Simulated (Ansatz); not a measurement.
`C=C[Si](N)(F)O[SiH3]` + `F[SiH](F)S` → `F[SiH](F)S[SiH3]` + `C=C[Si](N)(O)F`  (ligand exchange at the Si–O bond)

Calculated with Ansatz (gas phase, PBE0-D4/def2-TZVP geometries, no zero-point term in ΔE). CBS: MP2 limit from def2 TZ/QZ plus the TZ coupled-cluster correction, frozen cores. DFT in def2-TZVPP. Each species was taken in one conformer, which may not be the lowest.

```tsv
level	ΔE (kJ/mol)	difference from CCSD(T)/CBS
r2SCAN-D4	35.8	-5.0
ωB97X-V	41.0	0.2
ωB97M-V	40.1	-0.7
B2PLYP	45.5	4.7
PBE	26.0	-14.8
HF/def2-TZVPP	62.8	22.0
SCS-MP2/def2-TZVPP	46.7	5.9
CCSD(T)/def2-TZVPP	43.5	2.7
MP2/def2-QZVPP	39.4	-1.4
MP2/CBS(def2)	37.5	-3.3
CCSD(T)/CBS	40.8	0
```

Largest T1 diagnostic among the species: 0.012.

From PBE to PBE0 (25 % exact exchange), in def2-TZVPP and without D4, ΔE moves by +4.8 kJ/mol. In def2-TZVPP, CCSD(T) changes the Hartree–Fock value by −19.3 kJ/mol (the triples alone add −3.9 kJ/mol) and MP2 by −22.7 kJ/mol.
